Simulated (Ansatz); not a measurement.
Input file for Ansatz (a first-principles code): R-BLYP/def2-TZVPP on GaH4N (SMILES [NH2][GaH2]), a point of a torsion scan.

Ansatz 0.2 input:
```yaml
crystal:
  periodic: [false, false, false]
  atoms:
    - {symbol: N, position_ang: [-0.91569023, -0.04658913, 0.01361008]}
    - {symbol: Ga, position_ang: [0.75259966, 0.35189609, -0.55632164]}
    - {symbol: H, position_ang: [-1.54523302, 0.60973885, 0.46233430]}
    - {symbol: H, position_ang: [-1.47178002, -0.81290869, -0.35146441]}
    - {symbol: H, position_ang: [1.55342008, 1.44797170, 0.18877847]}
    - {symbol: H, position_ang: [1.40788826, -0.48665175, -1.68389129]}
basis:
  gaussian:
    orbitals: def2-TZVPP
hamiltonian:
  xc: {name: BLYP}
scf: {lower_state_search: off}
```

Program output:

```
WARN ansatz: RAYON_NUM_THREADS=1 ignored (pool sized by the plan → 1); use --threads N
Functional definition: BLYP
these checks for a lower state are left out or cut short: stability, starts, cluster_reference, orbital_swaps, neighbouring_geometries, increment
integrals: 0.04 GiB planned
759 factors; their error is unknown
mean field: 0.36 GiB planned
mean field evaluation 1: about -53922.6229 eV, gradient 8.6e1 eV
mean field evaluation 2: about -53857.0951 eV, gradient 1.6e2 eV
mean field evaluation 4: about -53935.0351 eV, gradient 1.4e1 eV
mean field evaluation 8: about -53935.3006 eV, gradient 1.6e-1 eV
mean field evaluation 16: about -53935.2861 eV, gradient 4.6e-5 eV
mean field -53935.28611534 eV, -1982.0852060886 hartree, gradient 7.4e-6 eV, S^2 0.000000; 0 other end points of the search recorded, 0 dependent functions left out
reference -53935.28641627 eV, -1982.0852171476 hartree; 21, 21 occupied and 114, 114 virtual orbitals, 759 factors
Total energy: -53935.28641627 eV, -1982.0852171476 hartree
Checks for a lower state left out: stability, starts, cluster_reference, orbital_swaps, neighbouring_geometries, increment
```

The run converged.

Cost: very roughly 1.1 core-seconds.
